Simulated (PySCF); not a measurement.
Estimate the missing entries of this data sheet.

Compound: C₂H₈N₂O₂Si₂.
SMILES: `COC(=O)[SiH]1N[SiH2]N1`

Conformer (atom-mapped SMILES and torsion angles): `[CH3:1][O:2][C:3](=[O:4])[SiH:5]1[NH:6][SiH2:7][NH:8]1`: C1–O2–C3–O4 0°, O2–C3–Si5–N6 -56°.

```csv
property,level,value
"rotational constants A, B, C",PBE0-D3(BJ)/def2-SVP,?
dipole moment,CAM-B3LYP/def2-SVPD,2.09 D
HOMO energy,CAM-B3LYP/def2-SVPD,-8.62 eV
LUMO energy,CAM-B3LYP/def2-SVPD,-0.02 eV
lowest singlet excitation,TDDFT CAM-B3LYP/def2-SVPD,"4.69 eV (264 nm, f = 0.002)"
strongest line among the 10 lowest singlet transitions,TDDFT CAM-B3LYP/def2-SVPD,?
lowest triplet excitation (Tamm–Dancoff),TDA CAM-B3LYP/def2-SVPD,?
static isotropic polarisability,CAM-B3LYP/def2-SVPD,?
vertical ionisation energy,ΔSCF CAM-B3LYP/def2-SVPD,9.33 eV
electronic spatial extent ⟨r²⟩ about the centre of nuclear charge,CAM-B3LYP/def2-SVPD,?
13C chemical shifts (computed TMS as zero) by class,GIAO KT2/pcSseg-1,"173.1 (1 C), 49.4 (1 C) ppm"
1H chemical shifts (computed TMS as zero) by class,GIAO KT2/pcSseg-1,"6.20 (1 H), 6.11 (1 H), 5.74 (1 H), 3.64 (3 H), 0.04 (2 H) ppm"
"isotropic shieldings of nuclei other than C and H, by class",GIAO KT2/pcSseg-1,?
```

Electronic properties: PySCF, gas phase, density fitting. One conformer (not necessarily the lowest) at the PBE0-D3(BJ)/def2-SVP geometry, without solvent or vibrations. NMR classes are plain means over equivalent atoms (diastereotopic ones count apart unless rotation or inversion swaps them), as if these changed places fast; in this geometry the members of some classes differ.

Problem. The rotational constants A, B, C?

Solution. 2.940, 0.874, 0.781 GHz.

Problem. Give the lowest triplet excitation (Tamm–Dancoff).

Solution. 4.07 eV.

Problem. What are the isotropic shieldings of nuclei other than C and H, by class?

Solution. 244 (2 N), -137 (1 O), 117 (1 O), 366 (1 Si), 381 (1 Si) ppm.

Problem. Give the static isotropic polarisability.

Solution. 92.5 au.

Problem. Give the electronic spatial extent ⟨r²⟩ about the centre of nuclear charge.

Solution. 1538 bohr².

Problem. Give the strongest line among the 10 lowest singlet transitions.

Solution. S8 at 7.31 eV (170 nm, f = 0.057).

The principal polarisabilities are 75.8, 93.5 and 108.3 au; their mean is the isotropic value. The rotational constants make it an asymmetric top with κ = (2B − A − C)/(A − C) = -0.91, nearer the prolate limit (−1). The 10 singlets span 4.69 to 7.43 eV, and their oscillator strengths add up to 0.10.
